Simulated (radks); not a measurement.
Coulomb parameter of the 4d shell of the silver ion Ag3+ in the model configuration [Kr] 4d7 5s1, as a second difference U = [E(n + 0.5) + E(n - 0.5) - 2 E(n)] / (0.5)^2 with all orbitals relaxed. "Bare": the charge of the atom changes with n. "Screened": the 5s shell takes up the change at fixed total charge, which measures U(4d,4d) + U(5s,5s) - 2 U(4d,5s). All-electron calculation, Dirac Kohn-Sham, PBEsol, spin-unpolarised, spherical densities, finite nucleus; open shells are shared between the two j in proportion to 2j + 1; Fermi nuclear charge, rms radius 4.5454 fm. Program: a radial shooting solver on a logarithmic mesh with Libxc functionals.

case              configuration  E - E(n) (eV)
start              [Kr] 4d7 5s1          0.000
bare +0.5        [Kr] 4d7.5 5s1        -22.142
bare -0.5        [Kr] 4d6.5 5s1         26.109
screened +0.5  [Kr] 4d7.5 5s0.5         -7.090
screened -0.5  [Kr] 4d6.5 5s1.5          7.706

U(bare) = 15.869 eV, U(screened by 5s) = 2.463 eV.
